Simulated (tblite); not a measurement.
Species: C₃H₅AlClF.
Numbering: `[CH2:1]=[CH:2][CH2:3][Al:4]([F:5])[Cl:6]` (hydrogens: H7, H8 on C1; H9 on C2; H10, H11 on C3)

Computed with GFN2-xTB (tblite), gas phase: L-BFGS steps from a force-field or distance-geometry start until the largest atomic force falls under 0.01 eV/Å.

Step 14: E = -528.7957 eV
```
atom  x, y, z in Å  |  force x, y, z in eV/Å
C1     -1.9100    0.1999   -0.3208   -0.027  -0.016   0.034
C2     -0.7783   -0.4642   -0.1610    0.044   0.063  -0.046
C3      0.2784   -0.1015    0.8386   -0.041  -0.046  -0.010
Al4     1.9305    0.2962   -0.2197    0.018   0.061   0.028
F5      2.4858    1.8516   -0.3395    0.011  -0.026   0.011
Cl6     2.9072   -1.1729   -1.2156    0.043  -0.002  -0.039
H7     -2.6473   -0.0693   -1.0604    0.081  -0.012   0.052
H8     -2.1426    1.0475    0.3035   -0.046   0.018  -0.037
H9     -0.5407   -1.3145   -0.7927   -0.080  -0.025   0.039
H10    -0.0643    0.7146    1.4831    0.035  -0.090  -0.042
H11     0.4867   -0.9846    1.4585   -0.039   0.076   0.010
```

Step 15: E = -528.7971 eV
```
atom  x, y, z in Å  |  force x, y, z in eV/Å
C1     -1.9130    0.1994   -0.3209    0.003   0.008   0.059
C2     -0.7804   -0.4622   -0.1572    0.031   0.044  -0.089
C3      0.2795   -0.1009    0.8388   -0.060  -0.041  -0.040
Al4     1.9318    0.2952   -0.2210    0.030  -0.003   0.012
F5      2.4890    1.8486   -0.3381    0.019   0.006   0.010
Cl6     2.9162   -1.1701   -1.2210    0.010   0.033  -0.010
H7     -2.6475   -0.0718   -1.0615    0.067  -0.023   0.044
H8     -2.1469    1.0494    0.2993   -0.051   0.028  -0.028
H9     -0.5452   -1.3134   -0.7877   -0.067  -0.045   0.028
H10    -0.0623    0.7114    1.4854    0.028  -0.028  -0.020
H11     0.4841   -0.9830    1.4579   -0.011   0.022   0.034
```

Step 16: E = -528.7982 eV
```
atom  x, y, z in Å  |  force x, y, z in eV/Å
C1     -1.9154    0.1991   -0.3197    0.026   0.030   0.060
C2     -0.7815   -0.4596   -0.1559    0.009   0.014  -0.093
C3      0.2795   -0.1012    0.8380   -0.036  -0.024  -0.053
Al4     1.9333    0.2944   -0.2216    0.036  -0.052   0.001
F5      2.4920    1.8463   -0.3367    0.024   0.030   0.010
Cl6     2.9238   -1.1672   -1.2256   -0.014   0.058   0.012
H7     -2.6464   -0.0743   -1.0616    0.035  -0.035   0.024
H8     -2.1515    1.0516    0.2953   -0.049   0.038  -0.012
H9     -0.5501   -1.3136   -0.7831   -0.053  -0.058   0.009
H10    -0.0602    0.7082    1.4868    0.015   0.031  -0.004
H11     0.4818   -0.9811    1.4581    0.006  -0.032   0.046
```

Step 17: E = -528.7993 eV
```
atom  x, y, z in Å  |  force x, y, z in eV/Å
C1     -1.9176    0.1994   -0.3178    0.035   0.041   0.038
C2     -0.7822   -0.4569   -0.1564   -0.010  -0.017  -0.061
C3      0.2788   -0.1020    0.8367    0.009  -0.005  -0.041
Al4     1.9353    0.2930   -0.2219    0.034  -0.064  -0.001
F5      2.4954    1.8445   -0.3351    0.022   0.034   0.012
Cl6     2.9310   -1.1635   -1.2300   -0.026   0.066   0.022
H7     -2.6445   -0.0773   -1.0609   -0.002  -0.040   0.004
H8     -2.1569    1.0546    0.2913   -0.037   0.044   0.005
H9     -0.5559   -1.3150   -0.7788   -0.041  -0.061  -0.013
H10    -0.0577    0.7058    1.4880    0.003   0.068  -0.004
H11     0.4798   -0.9799    1.4589    0.012  -0.065   0.039
```

**Question.** Estimate the geometry and energy of step 18. (The exact step hangs on the optimiser's Hessian estimate; all steps are aligned on step 17, rigid shifts and turns removed.)

**Answer.** E = -528.8002 eV, largest force 0.076 eV/Å
```
atom  x, y, z in Å  |  force x, y, z in eV/Å
C1     -1.9193    0.2004   -0.3158    0.029   0.037   0.001
C2     -0.7830   -0.4548   -0.1577   -0.018  -0.036  -0.009
C3      0.2782   -0.1029    0.8352    0.046   0.005  -0.010
Al4     1.9376    0.2910   -0.2221    0.021  -0.037   0.010
F5      2.4987    1.8432   -0.3335    0.015   0.019   0.016
Cl6     2.9371   -1.1591   -1.2337   -0.022   0.052   0.017
H7     -2.6428   -0.0807   -1.0601   -0.028  -0.035  -0.003
H8     -2.1624    1.0582    0.2879   -0.017   0.038   0.013
H9     -0.5617   -1.3176   -0.7752   -0.034  -0.051  -0.027
H10    -0.0552    0.7048    1.4888    0.001   0.072  -0.024
H11     0.4782   -0.9798    1.4602    0.008  -0.065   0.015
```

The energy changes by -0.0009 eV. The first-order estimate −F·Δx gives -0.0013 eV and the mean of the old and new forces, exact on a quadratic surface, -0.0009 eV. The step makes an angle of 67° with the force vector and moves no atom by more than 0.008 Å.

The cost below is that of the whole relaxation. Time: 2.2 s wall, 1.9 s CPU. Hardware: Intel Xeon at 2.50 GHz, one thread, no GPU, on a shared host.
